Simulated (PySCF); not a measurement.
# How methods differ on the electron affinity of Ru

Ru⁻ [Kr] 4d7 5s2 [4d3/2^4 4d5/2^3, M_J = 9/2] → Ru [Kr] 4d7 5s1 [4d3/2^4 4d5/2^3 5s1/2^1, M_J = 5], as a difference of total energies. Computed with PySCF 2.14 in x2c-SVPall-2c with one added diffuse shell each of s, p, d type (7s9p7d1f, 76 functions), with the two-component X2C-1e Hamiltonian. Correlated levels: [Ar] 3d10 frozen; the 6 highest virtual spinors dropped. "Screened" scales the spin-orbit matrix elements by Boettger's factors to mimic the two-electron term; Breit and QED terms are absent.

```tsv
method	electron affinity (eV)	error (eV)
GHF (spin-free)	-0.135	-1.181
GMP2 (spin-free)	0.470	-0.576
GHF (screened spin-orbit)	-0.137	-1.183
GMP2 (screened spin-orbit)	0.465	-0.581
```

Reference: 1.046 eV (measured; photodetachment measurements, as compiled on the Wikipedia data page of electron affinities).

The spin-free rows relax to the high-spin LS determinant and lack the spin-orbit shift.

Errors of the correlated levels include the incompleteness of this basis and the frozen core.

The labels give the starting determinants; with spin-orbit coupling the two ends relaxed to ⟨J²⟩ = 25.04, ⟨L²⟩ = 12.10, ⟨S²⟩ = 4.01 and ⟨J²⟩ = 30.01, ⟨L²⟩ = 12.09, ⟨S²⟩ = 5.98.

A negative affinity means that the anion lies above the atom at that level of theory.
